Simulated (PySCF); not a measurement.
C₈H₇NO.
Structure used (GFN2-xTB), in Å, numbered top down from 1:
```
atom  x, y, z in Å
C1     2.2686    1.4523    2.8271
C2     1.2877    0.7807    2.0146
C3     0.4757    0.2236    1.3170
C4    -0.5012   -0.4446    0.5703
C5    -0.5379   -0.5033   -0.7779
C6     0.4706    0.1569   -1.6010
O7     0.4740    0.1651   -2.8094
C8    -1.6202   -1.2490   -1.5204
C9    -2.9114   -1.0582   -0.9136
N10   -3.9238   -0.8991   -0.4071
H11    3.0102    0.7327    3.1747
H12    2.7721    2.2270    2.2495
H13    1.7880    1.9061    3.6934
H14   -1.2747   -0.9359    1.1513
H15    1.2577    0.6681   -1.0167
H16   -1.3994   -2.3225   -1.5430
H17   -1.6429   -0.8879   -2.5541
```

Computed at PBE0/pcSseg-1 (PySCF, non-relativistic), with Q(17O) = −0.0256 b, Q(14N) = 0.02044 b: O7, 17O (I = 5/2): χzz = 12.07 MHz, η = 0.511; N10, 14N (I = 1): χzz = -4.636 MHz, η = 0.037.

**Question.** Where would the pure quadrupole (NQR) lines of 17O at O7 fall for the rigid, isolated species?

**Answer.** From the eigenvalues of H = χ/[4I(2I − 1)] × [3Iz² − I(I + 1) + η(Ix² − Iy²)], steps between neighbouring levels, labelled as for η = 0: ±1/2↔±3/2 2.265 MHz, ±3/2↔±5/2 3.461 MHz (aldehyde oxygen).

**Question.** Find the zero-field quadrupole resonance frequencies of 14N at N10.

**Answer.** From ν± = (3/4)|χ|(1 ± η/3) and ν0 = |χ|η/2: ν+ 3.519 MHz, ν− 3.435 MHz, ν0 0.085 MHz (nitrile nitrogen).

In a crystal, neighbours and librations shift these lines. GFN2-xTB frequencies show an imaginary mode (30i cm⁻¹), so this geometry is no minimum at that level. GFN2-xTB bond lengths can be off by several hundredths of an ångström, more for odd bonds, and the gradients follow them. A larger basis could move these couplings by a tenth or more.

One conformer stands for the species.
